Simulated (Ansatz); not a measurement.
Geometry optimisation, UKS PBE0-D4/def2-SVP (Ansatz 0.2.0).

input.yaml

```yaml
crystal:
  periodic: [false, false, false]
  atoms:
    - { symbol: Al, position_ang: [-0.031495, 0.792102, -0.299053] }
    - { symbol: H, position_ang: [-0.13699, -1.847205, 0.676267] }
    - { symbol: Cl, position_ang: [-0.755106, 0.521493, -2.218865] }
    - { symbol: Cl, position_ang: [-1.133873, 1.747069, 1.169037] }
    - { symbol: H, position_ang: [0.479566, -1.510279, 0.614406] }
    - { symbol: F, position_ang: [1.577898, 0.296719, 0.058208] }
magnetization:
  spin_polarized: true
basis:
  gaussian: { orbitals: def2-SVP }
hamiltonian:
  xc: pbe0
  dispersion: d4
relax:
  f_tol: 0.03
  max_steps: 50
output:
  orbitals: {}
```

Command:

```bash
$ ansatz run input.yaml --threads 2 --pin off --max-ram 3072MiB --backend cpu --events-out ev --progress --plain --runs-dir out
```

Question: Where does it end, and by what steps?

Answer: The run converged. After 7 steps the energy has fallen by 0.237 eV; H2 moved furthest, 0.53 Å.

| step | energy less start (eV) | largest force component (eV/Å) | accepted |
| --- | --- | --- | --- |
| 0 | 0.0000 | 2.217 | yes |
| 1 | -0.1115 | 1.678 | yes |
| 2 | -0.1564 | 1.561 | yes |
| 3 | -0.1909 | 1.332 | yes |
| 4 | -0.2069 | 1.165 | yes |
| 5 | -0.2344 | 0.083 | yes |
| 6 | -0.2364 | 0.034 | yes |
| 7 | -0.2370 | 0.010 | yes |

```xyz
6
Properties=species:S:1:pos:R:3
Al 0.073 0.596 -0.211
H -0.371 -1.417 0.483
Cl -0.717 0.254 -2.106
Cl -1.090 1.490 1.264
H 0.394 -1.392 0.553
F 1.711 0.468 0.017
```

Whether the end is a true minimum wasn't checked by a vibrational analysis.

Run time: 22 s on 2 threads of Arm Neoverse V1, with other jobs on the host, peak memory 0.21 GiB.
